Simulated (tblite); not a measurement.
Species: C3H10OSi3.
Numbering: `[O:1]=[CH:2][C@@H:3]1[CH2:4][SiH2:5][SiH2:6][SiH2:7]1` (hydrogens: H8 on C2; H9 on C3; H10, H11 on C4; H12, H13 on Si5; H14, H15 on Si6; H16, H17 on Si7)

Structure optimised with GFN2-xTB, isolated species.

Problem. List the bond lengths, angles and torsions at this level.

Solution. 
```csv
bond,length (Å),order
O1=C2,1.219,double
C2–C3,1.446,single
C3–C4,1.522,single
C4–Si5,1.922,single
Si5–Si6,2.328,single
Si6–Si7,2.329,single
C3–Si7,1.976,single
C2–H8,1.104,single
C3–H9,1.089,single
C4–H10,1.092,single
C4–H11,1.092,single
Si5–H12,1.486,single
Si5–H13,1.458,single
Si6–H14,1.467,single
Si6–H15,1.473,single
Si7–H16,1.470,single
Si7–H17,1.470,single
```

Orders are formal, as drawn. A selection of angles:
```csv
angle,degrees
O1–C2–C3,123.1
O1–C2–H8,119.7
C3–C2–H8,116.9
C2–C3–C4,111.4
C2–C3–Si7,100.1
C2–C3–H9,112.3
C4–C3–Si7,109.5
C4–C3–H9,113.4
Si7–C3–H9,109.2
C3–C4–Si5,111.9
C3–C4–H10,108.9
C3–C4–H11,109.5
Si5–C4–H10,110.2
Si5–C4–H11,109.8
H10–C4–H11,106.4
C4–Si5–Si6,97.9
C4–Si5–H12,103.4
C4–Si5–H13,115.4
Si6–Si5–H12,110.1
Si6–Si5–H13,124.4
H12–Si5–H13,104.0
Si5–Si6–Si7,95.7
Si5–Si6–H14,119.6
Si5–Si6–H15,117.0
Si7–Si6–H14,111.2
Si7–Si6–H15,109.5
H14–Si6–H15,103.5
Si6–Si7–H16,121.5
Si6–Si7–H17,124.4
C3–Si7–Si6,96.1
C3–Si7–H16,101.8
C3–Si7–H17,105.4
H16–Si7–H17,103.5
```

Torsions: O1–C2–C3–C4 31° (synclinal); C2–C3–C4–Si5 -48° (synclinal); C3–C4–Si5–Si6 -41° (synclinal); C4–Si5–Si6–Si7 8° (synperiplanar); Si5–Si6–Si7–C3 17° (synperiplanar); C2–C3–Si7–Si6 70° (synclinal).

The C–C distances run from 1.446 Å (C2–C3, drawn single) to 1.522 Å (C3–C4, drawn single), a spread of 0.076 Å. Si5 (SiH2 silicon) is distorted tetrahedral (angles from 97.9° to 124.4°). Of the pairs four or more bonds apart, O1···Si5 is among the closest relative to their van der Waals radii: 2.58 Å, 71 % of the sum of Bondi's values. The C–Si distances run from 1.922 Å (C4–Si5, drawn single) to 1.976 Å (C3–Si7, drawn single), a spread of 0.054 Å. Si7 (SiH2 silicon) has angles from 96.1° to 124.4°. Si6 (SiH2 silicon) has angles from 95.7° to 119.6°. The 5-membered ring C3–C4–Si5–Si6–Si7 has internal angles of 95.7° to 111.9° (sum 511°, against 540° for a flat polygon); it is puckered, 0.25 Å rms from its mean plane, widest ring torsion 62°.

Point group: C1 (no symmetry element, even within 0.4 Å). Its GFN2-xTB frequencies are all real (lowest 92 cm⁻¹). One conformer, not necessarily the lowest.

These are computed values.
